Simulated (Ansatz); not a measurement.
Other settings, tried on `c1ccc(-c2ccc(-c3ccccc3)cc2)cc1`.

```yaml
crystal:
  periodic: [false, false, false]
  atoms:
    - {symbol: C, position_ang: [-5.729426, 0.032862, 0.084802]}
    - {symbol: C, position_ang: [-5.030270, 0.977796, -0.672879]}
    - {symbol: C, position_ang: [-3.634637, 0.970620, -0.693039]}
    - {symbol: C, position_ang: [-2.905205, 0.016825, 0.043138]}
    - {symbol: C, position_ang: [-1.425527, 0.008280, 0.021109]}
    - {symbol: C, position_ang: [-0.690290, 1.206502, -0.050798]}
    - {symbol: C, position_ang: [0.702416, 1.198588, -0.068448]}
    - {symbol: C, position_ang: [1.425508, -0.008220, -0.021111]}
    - {symbol: C, position_ang: [2.905198, -0.016774, -0.043001]}
    - {symbol: C, position_ang: [3.613503, -1.039778, -0.702936]}
    - {symbol: C, position_ang: [5.009121, -1.047024, -0.724275]}
    - {symbol: C, position_ang: [5.729412, -0.032966, -0.084990]}
    - {symbol: C, position_ang: [5.040104, 0.989064, 0.575465]}
    - {symbol: C, position_ang: [3.644476, 0.997973, 0.595346]}
    - {symbol: C, position_ang: [0.690222, -1.206605, 0.047739]}
    - {symbol: C, position_ang: [-0.702392, -1.198380, 0.071353]}
    - {symbol: C, position_ang: [-3.623363, -0.928808, 0.800611]}
    - {symbol: C, position_ang: [-5.018964, -0.919806, 0.822092]}
    - {symbol: H, position_ang: [-6.823107, 0.039071, 0.101042]}
    - {symbol: H, position_ang: [-5.576208, 1.721052, -1.261812]}
    - {symbol: H, position_ang: [-3.098585, 1.696165, -1.312173]}
    - {symbol: H, position_ang: [-1.221016, 2.162684, -0.073684]}
    - {symbol: H, position_ang: [1.242852, 2.146915, -0.139741]}
    - {symbol: H, position_ang: [3.060123, -1.822192, -1.230825]}
    - {symbol: H, position_ang: [5.538160, -1.845699, -1.253024]}
    - {symbol: H, position_ang: [6.823094, -0.039240, -0.101188]}
    - {symbol: H, position_ang: [5.593775, 1.781496, 1.088180]}
    - {symbol: H, position_ang: [3.115991, 1.786763, 1.138986]}
    - {symbol: H, position_ang: [1.221539, -2.161115, 0.103284]}
    - {symbol: H, position_ang: [-1.243275, -2.148330, 0.110399]}
    - {symbol: H, position_ang: [-3.077507, -1.660799, 1.403316]}
    - {symbol: H, position_ang: [-5.555730, -1.656899, 1.427052]}
basis:
  gaussian: {orbitals: aug-cc-pVDZ, fitting: {mean_field: def2-universal-jkfit}}
hamiltonian: {xc: {name: r2SCAN}, dispersion: d3bjatm}
scf: {omitted_lower_state_checks: [starts]}
output: {forces: true}
```

```sh
$ ansatz run in.yaml --threads 2 --pin off --events-out ev --progress --plain --max-ram 32768MiB --backend cuda --devices 0, --max-vram 18GiB
```

It prints (some lines left out):

```
Functional definition: r2SCAN
1602 factors; integrals over basis functions are off by at most 2.2e-1 eV
mean field evaluation 1: about -18853.7064 eV, gradient 1.1e2 eV
mean field evaluation 2: about -18830.3875 eV, gradient 1.4e2 eV
mean field evaluation 4: about -18885.2370 eV, gradient 1.4e1 eV
mean field evaluation 8: about -18885.7646 eV, gradient 8.2e-1 eV
mean field evaluation 16: about -18885.7660 eV, gradient 1.4e-4 eV
mean field -18885.76603336 eV, -694.0391004940 hartree, gradient 6.3e-5 eV, S^2 0.000000; 0 other end points of the search recorded, 0 dependent functions left out
reference -18885.76610215 eV, -694.0391030221 hartree; 61, 61 occupied and 479, 479 virtual orbitals, 1602 factors
Total energy: -18886.12429118 eV, -694.0522662260 hartree
Atom 0 at    -5.729426     0.032862     0.084802 Å, force    -0.090027     0.001256     0.005168 eV/Å
Atom 1 at    -5.030270     0.977796    -0.672879 Å, force    -0.035775     0.054999    -0.048256 eV/Å
Atom 2 at    -3.634637     0.970620    -0.693039 Å, force     0.074430     0.029622    -0.033177 eV/Å
Atom 3 at    -2.905205     0.016825     0.043138 Å, force    -0.003783    -0.000706    -0.001668 eV/Å
Atom 4 at    -1.425527     0.008280     0.021109 Å, force     0.009001    -0.000079    -0.000251 eV/Å
Atom 5 at    -0.690290     1.206502    -0.050798 Å, force    -0.072327     0.055260     0.002427 eV/Å
Atom 6 at     0.702416     1.198588    -0.068448 Å, force     0.073401     0.053405    -0.007178 eV/Å
Atom 7 at     1.425508    -0.008220    -0.021111 Å, force    -0.009089    -0.000128    -0.000489 eV/Å
Atom 8 at     2.905198    -0.016774    -0.043001 Å, force     0.003235     0.000320    -0.001139 eV/Å
Atom 9 at     3.613503    -1.039778    -0.702936 Å, force    -0.074755    -0.032287    -0.028090 eV/Å
Atom 10 at     5.009121    -1.047024    -0.724275 Å, force     0.034411    -0.060160    -0.042684 eV/Å
Atom 11 at     5.729412    -0.032966    -0.084990 Å, force     0.090322    -0.000717     0.000754 eV/Å
Atom 12 at     5.040104     0.989064     0.575465 Å, force     0.036874     0.060795     0.039170 eV/Å
Atom 13 at     3.644476     0.997973     0.595346 Å, force    -0.073047     0.032284     0.031305 eV/Å
Atom 14 at     0.690222    -1.206605     0.047739 Å, force     0.073112    -0.053807     0.005642 eV/Å
Atom 15 at    -0.702392    -1.198380     0.071353 Å, force    -0.072997    -0.054589     0.000569 eV/Å
Atom 16 at    -3.623363    -0.928808     0.800611 Å, force     0.074179    -0.028503     0.032547 eV/Å
Atom 17 at    -5.018964    -0.919806     0.822092 Å, force    -0.035958    -0.057389     0.044953 eV/Å
Atom 18 at    -6.823107     0.039071     0.101042 Å, force     0.077051    -0.000242    -0.001372 eV/Å
Atom 19 at    -5.576208     1.721052    -1.261812 Å, force     0.036959    -0.055099     0.045337 eV/Å
Atom 20 at    -3.098585     1.696165    -1.312173 Å, force    -0.046404    -0.056475     0.047017 eV/Å
Atom 21 at    -1.221016     2.162684    -0.073684 Å, force     0.043119    -0.068161     0.005430 eV/Å
Atom 22 at     1.242852     2.146915    -0.139741 Å, force    -0.044409    -0.067693     0.000874 eV/Å
Atom 23 at     3.060123    -1.822192    -1.230825 Å, force     0.047462     0.060713     0.039369 eV/Å
Atom 24 at     5.538160    -1.845699    -1.253024 Å, force    -0.035835     0.059592     0.040907 eV/Å
Atom 25 at     6.823094    -0.039240    -0.101188 Å, force    -0.077073     0.000339     0.001058 eV/Å
Atom 26 at     5.593775     1.781496     1.088180 Å, force    -0.038137    -0.059405    -0.040309 eV/Å
Atom 27 at     3.115991     1.786763     1.138986 Å, force     0.045537    -0.061268    -0.039603 eV/Å
Atom 28 at     1.221539    -2.161115     0.103284 Å, force    -0.043632     0.068074     0.000211 eV/Å
Atom 29 at    -1.243275    -2.148330     0.110399 Å, force     0.044057     0.067598    -0.007407 eV/Å
Atom 30 at    -3.077507    -1.660799     1.403316 Å, force    -0.046873     0.057082    -0.043821 eV/Å
Atom 31 at    -5.555730    -1.656899     1.427052 Å, force     0.036970     0.055371    -0.047294 eV/Å
Dipole moment:     0.000013    -0.000016    -0.000037 e Å
Checks for a lower state left out: starts
```

It took 8.5 s on 2 threads of AMD EPYC 7R13 on a shared host and a share (18 GiB) of an NVIDIA H100 80GB HBM3.
